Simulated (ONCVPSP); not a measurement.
# iron (Fe): variants of one ONCV potential

Base potential:

iron, optimised norm-conserving Vanderbilt (ONCV), made with ONCVPSP 4.0.1 (LDA (Perdew-Wang 92), scalar-relativistic). Core [Ar], reference 3d6 4s0.5 (charge +1.5). Waves: 4s: rc 2.10 bohr, ncon 4, nbas 7, qcut 2.6 1/bohr, 2 projectors, debl 3.6 Ha; p scattering state at 0.4 Ha: rc 1.80 bohr, ncon 4, nbas 8, qcut 4.3 1/bohr, 1 projector; 3d: rc 1.85 bohr, ncon 4, nbas 8, qcut 7 1/bohr, 2 projectors, debl 3.3 Ha. Local part: polynomial inside 1.25 bohr (lpopt 4, dvloc0 4 Ha). Core correction: polynomial model core, fcfact 0.3.

In the p channel the program set the typed energies aside and used 0.050 Ha.

All-electron outer shells of the reference configuration (LDA (PZ), scalar-relativistic, ld1.x):

| shell | level (eV) | outermost node (bohr) | outermost maximum (bohr) |
| --- | --- | --- | --- |
| 3p | -73.37 | 0.30 | 0.72 |
| 3d | -21.02 | – | 0.71 |
| 4s | -16.49 | 1.00 | 2.21 |

Cutoffs, loose and tight: the cutoffs (Ha) at which the residual kinetic energy of the hardest occupied pseudo-wave falls to 1 and 0.1 mHa per electron. They do not see the model core or the augmentation charge, which bear on the density cutoff. Test errors are all-electron minus pseudo excitation energies from the reference, over the configurations 3d6 4s2; 3d6 4s1; 3d6 4s0; 3d6 4s1.5. A dash means not determined; rows that change the core or the reference have their own tests.

| change | outcome | cutoff, loose | cutoff, tight | bound ghosts | GHOST(+) flags above zero | largest test error (meV) |
| --- | --- | --- | --- | --- | --- | --- |
| base | generated, projector energies reset by the program | 24 Ha | 62 Ha | none | s | -2.0 |
| s: rc 1.44 | failed: optimize: ERROR ps0norm > uunorm, code will stop | – | – | – | – | – |
| s: rc 1.7 | failed: optimize: ERROR ps0norm > uunorm, code will stop | – | – | – | – | – |
| s: rc 1.84 | generated, projector energies reset by the program | 24 Ha | 62 Ha | none | s | -2.0 |
| s: rc 2.22 | generated, projector energies reset by the program | 24 Ha | 62 Ha | none | s | -2.0 |
| s: rc 2.44 | generated, projector energies reset by the program | 24 Ha | 62 Ha | none | s | -2.6 |
| s: rc 2.66 | generated, projector energies reset by the program | 24 Ha | 62 Ha | none | s | -4.2 |
| s: rc 2.8 | generated, projector energies reset by the program | 24 Ha | 62 Ha | none | s | -6.0 |

What comes out with this change to the base: s: rc 3.1?

outcome: generated, projector energies reset by the program; cutoff, loose: 24 Ha; cutoff, tight: 62 Ha; bound ghosts: none; GHOST(+) flags above zero: s; largest test error (meV): -15.

Reading the sweep of the s radius (base included, trends over the rows without a ghost): The loose cutoff stays near 24 Ha. The median size of the test errors (rows with all tests solved) is not monotonic: lowest 0.2 meV at 2.1 bohr, highest 11.4 meV at 3.1 bohr. The generation fails at 1.44, 1.7 bohr.
